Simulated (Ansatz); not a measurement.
`C=N[SiH2]F` + `N[SiH3]` → `C=N[SiH2]N[SiH3]` + H–F at 298.15 K and 1 bar (ligand exchange at the Si–F bond).

Program: Ansatz. Geometries: PBE0-D4/def2-TZVP. ΔE: electronic, gas phase. CCSD(T)/CBS adds triple-zeta CCSD(T) − MP2 to the extrapolated MP2 energy (def2 sets, frozen cores). This one scheme is used for every species. One conformer a species, not always the lowest.

```
           species  CCSD(T)/CBS energy (Eh)  H − E (kJ/mol)  S (J/(mol·K))
      `C=N[SiH2]F`               -484.08456           149.9          303.3
         `N[SiH3]`               -346.80422           145.7          264.3
`C=N[SiH2]N[SiH3]`               -730.46493           259.6          380.8
               H–F               -100.39570            33.5          173.6
```

H − E and S are ideal-gas, rigid-rotor, harmonic terms from PBE0-D4/def2-TZVP, for one conformer and one mirror image of each species. 1 Eh = 2625.50 kJ/mol, R = 8.31446 J/(mol·K).

**Question.** By hand: ΔE, ΔH, ΔS and ΔG.

**Answer.** ΔE = (-730.46493) + (-100.39570) − (-484.08456) − (-346.80422) = 0.02815 Eh = 73.9 kJ/mol. Δ(H − E) = 259.6 + 33.5 − 149.9 − 145.7 = -2.5, so ΔH = 71.4 kJ/mol. ΔS = 380.8 + 173.6 − 303.3 − 264.3 = -13.2 J/(mol·K). ΔG = 71.4 − 298.15 × (-13.2)/1000 = 75.3 kJ/mol.

**Question.** By hand: the equilibrium constant, and the temperature at which ΔG would vanish if ΔH and ΔS stayed fixed.

**Answer.** log₁₀ K = −ΔG/(RT ln 10) = -13.2. ΔH and −TΔS have one sign here, so there is no such temperature.

The number of gas molecules stays the same, so ΔS is small and ΔH decides. A doubt of 5 kJ/mol in ΔE shifts log₁₀ K by 0.9 here. Other conformers and mirror images would add mixing entropy, several J/(mol·K) or more a flexible species. Modes under 60 cm⁻¹, often nearly free rotors, make the harmonic entropy too high. These are equilibria of isolated gas molecules and say nothing of rates. Largest T1 diagnostic: 0.013 (customary marks: 0.02 for closed shells, 0.045 for open ones).
